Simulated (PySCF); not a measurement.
Ge(F)(OH)(NH2)2 (FGeH₅N₂O), SMILES [Ge]([F])([OH])([NH2])[NH2].

Geometry: B3LYP-D3(BJ)/def2-SVP. This is a generated structure with no PubChem entry under its InChIKey; it may be hypothetical. The values are those of a single conformer.

Two levels are set side by side: TDA-PBE/def2-SVPD (PySCF) and TDA-M06-2X/def2-SVPD (PySCF). Vertical, same geometry. The lowest singlet is HOMO→LUMO 98 % with PBE and HOMO→LUMO 86 % with the other functional; states are paired by order. Differences are taken from unrounded values.

```csv
quantity,TDA-M06-2X
lowest singlet excitation (eV),6.90
lowest triplet excitation (TDA) (eV),6.57
first bright state (f over 0.05) (eV),6.90
its oscillator strength,0.07
```

What does TDA-PBE give, and how far is it from TDA-M06-2X? (An estimate is asked for; the answer gives what the named calculation found.)


| quantity | TDA-PBE | TDA-PBE minus TDA-M06-2X |
|---|---|---|
| lowest singlet excitation (eV) | 5.55 | -1.36 |
| lowest triplet excitation (TDA) (eV) | 5.27 | -1.30 |
| first bright state (f over 0.05) (eV) | 7.62 | 0.72 |
| its oscillator strength | 0.07 | -0.01 |

A lower first singlet is the usual sign of a functional without exact exchange. Differences between two approximate levels are no errors against the true value.

Rough cost on one machine, each run with all the roots and properties that it gave: TDA-M06-2X against TDA-PBE about 8 times.
